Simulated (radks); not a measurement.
Results of a calculation; reference values are marked as such.
Code: a radial shooting solver on a logarithmic mesh with Libxc functionals. Model: non-relativistic Kohn-Sham, LDA (Slater exchange, VWN5 correlation), spin-polarised, spherical densities, point nucleus; open shells are filled with parallel spins first. Response by self-consistent Sternheimer equations with the Hartree and adiabatic LDA kernel. Rank Al, C+, F, Mg3+, Be, Se (NIST ground configurations) by static dipole polarisability, largest first.

Answer. Al 65.65, Be 43.80, Se 27.52, C+ 6.108, F 4.204, Mg3+ 0.3633 bohr^3.
